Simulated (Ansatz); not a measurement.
Ansatz (a quantum-chemistry and plane-wave program) input:

Ansatz 0.2 input:
```yaml
crystal:
  periodic: [false, false, false]
  atoms:
    - {symbol: F, position_ang: [-1.17643994, -0.00568529, -0.08249748]}
    - {symbol: B, position_ang: [0.14184000, 0.35971988, 0.20792032]}
    - {symbol: O, position_ang: [1.23484493, -0.21842897, -0.03714054]}
basis:
  gaussian:
    orbitals: def2-TZVPD
hamiltonian:
  xc: {name: PBE}
total_charge: -1
magnetization: {spin_polarized: true, initial_magnetization: 1}
output: {forces: true}
```

Question: Which total energy does the run end on?

Answer: -199.88416 Eh (PBE/def2-TZVPD). The basis has 117 functions.
